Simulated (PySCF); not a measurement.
# Correlation energy of Zn³⁺ (zinc, charge +3)

[Ar] 3d9, 2D determinant. All numbers are calculated (PySCF 2.14, scalar relativity through the core potential, in aug-cc-pVDZ-PP with ECP10MDF (5s5p4d2f, 54 functions)). Frozen: 3s2 3p6; 9 electrons correlated.

| level | correlation energy (mhartree) |
| --- | --- |
| CCSD | -268.23 |
| (T) | -3.35 |
| CCSD(T) | -271.58 |

Diagnostics: T1 = 0.0049, D1 = 0.0073, largest double amplitude 0.014.

Cost of the coupled-cluster step: roughly 4 core-seconds, for 9 correlated electrons.

Iterations:

```
CC2 = 0
CCSD nocc = (np.int64(5), np.int64(4)), nmo = (50, 50)
frozen orbitals [[0, 1, 2, 3], [0, 1, 2, 3]]
max_cycle = 100
direct = 0
conv_tol = 1e-08
conv_tol_normt = 1e-06
diis_space = 8
diis_start_cycle = 0
Init t2, MP2 energy = -0.28201336229818
Init E_corr(UCCSD) = -0.282013362298649
cycle = 1  E_corr(UCCSD) = -0.264804679319597  dE = 0.017208683  norm(t1,t2) = 0.0312592
cycle = 2  E_corr(UCCSD) = -0.268560777239993  dE = -0.00375609792  norm(t1,t2) = 0.00765636
cycle = 3  E_corr(UCCSD) = -0.268111480869222  dE = 0.000449296371  norm(t1,t2) = 0.00279422
cycle = 4  E_corr(UCCSD) = -0.26821071355294  dE = -9.92326837e-05  norm(t1,t2) = 0.00102604
cycle = 5  E_corr(UCCSD) = -0.268232219404328  dE = -2.15058514e-05  norm(t1,t2) = 0.00025523
cycle = 6  E_corr(UCCSD) = -0.26822374187669  dE = 8.47752764e-06  norm(t1,t2) = 0.000100363
cycle = 7  E_corr(UCCSD) = -0.268224435204684  dE = -6.93327994e-07  norm(t1,t2) = 3.90652e-05
cycle = 8  E_corr(UCCSD) = -0.268225344605602  dE = -9.09400918e-07  norm(t1,t2) = 9.03884e-06
cycle = 9  E_corr(UCCSD) = -0.268225034023401  dE = 3.10582201e-07  norm(t1,t2) = 3.38223e-06
cycle = 10  E_corr(UCCSD) = -0.268225082125898  dE = -4.81024972e-08  norm(t1,t2) = 1.08292e-06
cycle = 11  E_corr(UCCSD) = -0.268225077152095  dE = 4.97380293e-09  norm(t1,t2) = 4.7548e-07
UCCSD converged
E(UCCSD) = -223.9532885957918  E_corr = -0.2682250771520951
UCCSD(T) correction = -0.00334882330238208
```
